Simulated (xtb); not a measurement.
C$_{4}$NiO$_{4}$ (SMILES [O+]#[C-]->[Ni](<-[C-]#[O+])(<-[C-]#[O+])<-[C-]#[O+]), singlet, geometry from GFN2-xTB (such geometries of metal compounds can be far from the true shape); GFN2-xTB in xtb.

The xtb input:
```
$ xtb mol.xyz --gfn 2 --etemp 10000 --json

# file mol.xyz
9

Ni    -0.00003582    -0.00773716     0.01960940
O      1.93923716     1.49032821    -1.61885180
C      1.19284818     0.91499975    -0.99111156
O      1.44317332    -1.42618256     2.16326098
C      0.88547197    -0.88079153     1.34248493
O     -1.42199832    -1.96263108    -1.66803699
C     -0.87547925    -1.21207300    -1.01987292
O     -1.94751852     1.86910439     1.19287458
C     -1.19927282     1.14744715     0.74402434
```

### Question
What does xtb print? Leave out banner, timings and long lists.

### Answer

```
   ID    Z sym.   atoms
    1   28 Ni     1
    2    8 O      2, 4, 6, 8
    3    6 C      3, 5, 7, 9

           -------------------------------------------------
          |                Calculation Setup                |
           -------------------------------------------------

           -------------------------------------------------
          |                 G F N 2 - x T B                 |
           -------------------------------------------------

          ...................................................
          :                      SETUP                      :
          :.................................................:
          :  # basis functions                  42          :
          :  # atomic orbitals                  41          :
          :  # shells                           19          :
          :  # electrons                        50          :
          :  max. iterations                   250          :
          :  Hamiltonian                  GFN2-xTB          :
          :  restarted?                      false          :
          :  GBSA solvation                  false          :
          :  PC potential                    false          :
          :  electronic temp.        10000.0000000     K    :
          :  accuracy                    1.0000000          :
          :  -> integral cutoff          0.2500000E+02      :
          :  -> integral neglect         0.1000000E-07      :
          :  -> SCF convergence          0.1000000E-05 Eh   :
          :  -> wf. convergence          0.1000000E-03 e    :
          :  Broyden damping             0.4000000          :
          :  net charge                          0          :
          :  unpaired electrons                  0          :
          ...................................................

 iter      E             dE          RMSdq      gap      omega  full diag
   1    -29.7893665 -0.297894E+02  0.942E+00    5.31       0.0  T
   2    -29.9029894 -0.113623E+00  0.487E+00    4.28       1.0  T
   3    -29.8981711  0.481828E-02  0.201E+00    4.10       1.0  T
   4    -29.9171280 -0.189569E-01  0.142E+00    4.07       1.0  T
   5    -29.9224207 -0.529268E-02  0.312E-01    4.18       1.0  T
   6    -29.9223882  0.325101E-04  0.335E-01    4.06       1.0  T
   7    -29.9227605 -0.372297E-03  0.322E-02    4.12       1.0  T
   8    -29.9227654 -0.491038E-05  0.304E-02    4.13       1.1  T
   9    -29.9227683 -0.291485E-05  0.161E-02    4.12       2.1  T
  10    -29.9227692 -0.891647E-06  0.232E-03    4.12      14.4  T
  11    -29.9227692 -0.185377E-07  0.152E-04    4.12     218.7  T
  12    -29.9227692 -0.373568E-10  0.115E-04    4.12     290.5  T

   *** convergence criteria satisfied after 12 iterations ***

         :::::::::::::::::::::::::::::::::::::::::::::::::::::
         ::                     SUMMARY                     ::
         :::::::::::::::::::::::::::::::::::::::::::::::::::::
         :: total energy             -29.623373255909 Eh    ::
         :: gradient norm              0.071099091902 Eh/a0 ::
         :: HOMO-LUMO gap              4.121830269930 eV    ::
         ::.................................................::
         :: SCC energy               -29.922742475714 Eh    ::
         :: -> isotropic ES            0.031008607312 Eh    ::
         :: -> anisotropic ES          0.000065759024 Eh    ::
         :: -> anisotropic XC          0.005181160335 Eh    ::
         :: -> dispersion             -0.007335933804 Eh    ::
         :: repulsion energy           0.299369219804 Eh    ::
         :: add. restraining           0.000000000000 Eh    ::
         :: total charge              -0.000000000000 e     ::
         :::::::::::::::::::::::::::::::::::::::::::::::::::::

           -------------------------------------------------
          |                Property Printout                |
           -------------------------------------------------

[...]
        21        1.8984           -0.4734490             -12.8832
        22        1.8983           -0.4734216             -12.8825
        23        1.7789           -0.4467536             -12.1568
        24        1.7786           -0.4467042             -12.1554
        25        1.7780           -0.4466198             -12.1531 (HOMO)
        26        0.1257           -0.2951453              -8.0313 (LUMO)
        27        0.1248           -0.2949172              -8.0251
        28        0.1236           -0.2945947              -8.0163
        29        0.1122           -0.2913450              -7.9279
        30        0.1119           -0.2912436              -7.9251
        31        0.1097           -0.2905636              -7.9066
        32        0.1095           -0.2905273              -7.9056
        33        0.1094           -0.2904731              -7.9042
        34                          0.5989051              16.2970
        35                          0.6956868              18.9306
        36                          0.6994277              19.0324
       ...                                ...                  ...
        41                          0.9905867              26.9552
      -------------------------------------------------------------
                  HL-Gap            0.1514745 Eh            4.1218 eV
             Fermi-level           -0.3807263 Eh          -10.3601 eV

     #   Z          covCN         q      C6AA      α(0)
     1  28 Ni       3.521    -0.758   199.812    29.167
     2   8 O        0.856    -0.097    16.476     5.442
     3   6 C        1.736     0.287    24.767     8.051
     4   8 O        0.856    -0.097    16.476     5.442
     5   6 C        1.736     0.287    24.766     8.051
     6   8 O        0.856    -0.097    16.475     5.442
     7   6 C        1.736     0.287    24.767     8.051
     8   8 O        0.856    -0.097    16.475     5.442
     9   6 C        1.736     0.287    24.766     8.051

 Mol. C6AA /au·bohr⁶  :       2476.529879
 Mol. C8AA /au·bohr⁸  :      93706.289677
 Mol. α(0) /au        :         83.139418

Wiberg/Mayer (AO) data.
largest (>0.10) Wiberg bond orders for each atom

 ---------------------------------------------------------------------------
     #   Z sym  total        # sym  WBO       # sym  WBO       # sym  WBO
 ---------------------------------------------------------------------------
     1  28 Ni   3.918 --     5 C    0.904     9 C    0.903     3 C    0.903
                             7 C    0.903
     2   8 O    2.413 --     3 C    2.288
     3   6 C    3.287 --     2 O    2.288     1 Ni   0.903
     4   8 O    2.414 --     5 C    2.288
     5   6 C    3.287 --     4 O    2.288     1 Ni   0.904
     6   8 O    2.414 --     7 C    2.289
     7   6 C    3.287 --     6 O    2.289     1 Ni   0.903
     8   8 O    2.414 --     9 C    2.289
     9   6 C    3.287 --     8 O    2.289     1 Ni   0.903
 ---------------------------------------------------------------------------

Topologies differ in total number of bonds
Writing topology from bond orders to xtbtopo.mol

molecular dipole:
                 x           y           z       tot (Debye)
 q only:       -0.001      -0.000       0.000
   full:        0.000       0.000      -0.000       0.001
molecular quadrupole (traceless):
                xx          xy          yy          xz          yz          zz
 q only:       -0.012       0.002      -0.002      -0.005       0.001       0.014
  q+dip:       -0.001      -0.001       0.001       0.000       0.002       0.000
   full:       -0.026       0.006      -0.004      -0.011      -0.001       0.030

           -------------------------------------------------
          | TOTAL ENERGY              -29.623373255909 Eh   |
          | GRADIENT NORM               0.071099091902 Eh/α |
          | HOMO-LUMO GAP               4.121830269930 eV   |
           -------------------------------------------------

normal termination of xtb
```
